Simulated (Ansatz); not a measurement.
The molecule ScO, multiplicity 2 (the spin of the measured ground state). No spin–orbit coupling. Sc is treated without relativity.

D_e counts from the fitted minimum to each atom's lowest state at the same level, without counterpoise.

Correlated levels freeze the inner cores; with def2 sets outer-core shells near the valence are correlated too.

The values were computed with Ansatz (Gaussian basis) for Hartree–Fock, density functionals and correlated methods. Each number belongs to the level named beside it.

```csv
level,bond energy D_e (kcal/mol)
B3LYP/def2-TZVPP,160.85
PBE0/def2-TZVPP,160.78
BHLYP/def2-TZVPP,133.49
CAM-B3LYP/def2-TZVPP,158.99
wB97M-V/def2-TZVPP,154.27
CCSD/def2-TZVPP,[?]
CCSD/def2-QZVPP,[?]
CCSD(T)/def2-TZVPP,155.45
CCSD(T)/def2-QZVPP,159.30
```

Task: Fill in the missing entries.

Result: 
- CCSD/def2-TZVPP, bond energy D_e (kcal/mol): 142.93
- CCSD/def2-QZVPP, bond energy D_e (kcal/mol): 145.93

Ansatz is a program for electronic structure.
